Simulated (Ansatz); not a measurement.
One change: `N=COC[SeH]` becomes `OC[SeH]`.

Ansatz, PBE0-D4/def2-TZVP geometries, multiplicity 1. Each molecule was computed in one conformer, which needn't be the lowest.

Scalar relativity is left out up to krypton. Spin–orbit coupling is left out; it splits and shifts lone-pair levels of the heavy atoms by tenths of an eV.

```tsv
property	`N=COC[SeH]`
HOMO energy (B3LYP/def2-TZVPP) / eV	-6.91
LUMO energy (B3LYP/def2-TZVPP) / eV	-0.60
LUMO energy (ωB97M-V/def2-TZVPP) / eV	1.51
HOMO energy (PBE0/def2-TZVPP) / eV	-7.15
HOMO–LUMO gap (PBE/def2-TZVPP) / eV	4.73
HOMO energy (PBE/def2-TZVPP) / eV	-5.96
```

(1) What does the change do to each property? (An estimate is asked.)

Results:

(1) Computed: 
```csv
property,`OC[SeH]`,shift
HOMO energy (B3LYP/def2-TZVPP) / eV,-6.63,0.28
LUMO energy (B3LYP/def2-TZVPP) / eV,-0.40,0.20
LUMO energy (ωB97M-V/def2-TZVPP) / eV,1.66,0.15
HOMO energy (PBE0/def2-TZVPP) / eV,-6.86,0.29
HOMO–LUMO gap (PBE/def2-TZVPP) / eV,4.70,-0.03
HOMO energy (PBE/def2-TZVPP) / eV,-5.68,0.28
```

With PBE0 the HOMO rises by 0.29 eV and the LUMO rises by 0.22 eV, so the gap narrows by about 0.07 eV. PBE moves the HOMO by 0.28 eV and ωB97M-V by 0.28 eV.

B3LYP here is the variant with VWN-RPA as its local correlation; programs differ in this.
